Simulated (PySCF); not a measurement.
Molecule: `C#CC(Cl)(Cl)CC=O`, C5H4Cl2O.

Bonds (- single, = double, # triple, : aromatic): C1#C2, C2-C3, C3-Cl4, C3-Cl5, C3-C6, C6-C7, C7=O8. C1 carries H9; C6 carries H10, H11; C7 carries H12.

Frames of a GFN2-xTB Langevin trajectory at 300 K; GIAO PBE0/pcSseg-1 shieldings in PySCF 2.14.0 with density-fitted response routines, gas phase, non-relativistic; equivalent atoms averaged within each frame.

References, each an isolated molecule treated in the same way: TMS for 13C (186.93 ppm) and 1H (31.72 ppm); 35Cl (949.78 ppm) vs HCl; 17O (336.08 ppm) vs H2O. The references are static minima.

**Question.** How do the shifts (ppm) fluctuate along the trajectory?

**Answer.** 
```tsv
time (fs)	C7	C1	C2	C3	C6	Cl4/Cl5	O8	H12	H9	H10/H11
250	201.3	100.8	91.2	91.1	63.2	488	706.2	9.92	3.60	2.92
425	210.3	91.9	89.4	86.7	54.6	448	742.1	10.34	4.07	3.06
625	202.9	96.4	87.3	98.4	57.3	539	705.7	10.80	4.51	3.76
800	212.4	92.4	85.0	103.5	71.7	526	778.4	10.68	3.06	3.86
1000	207.1	99.8	83.7	80.0	61.0	502	784.6	10.25	2.72	3.69
mean of frames	206.8	96.3	87.3	92.0	61.6	501	743.4	10.40	3.59	3.46
standard deviation	4.7	4.1	3.1	9.3	6.6	35	37.8	0.35	0.73	0.44
```

5 frames give an uncertainty of the mean of about the standard deviation over 2.2 at best, since frames this close in time may not be independent; classical motion lacks zero-point vibration, and the reference would need the same averaging.
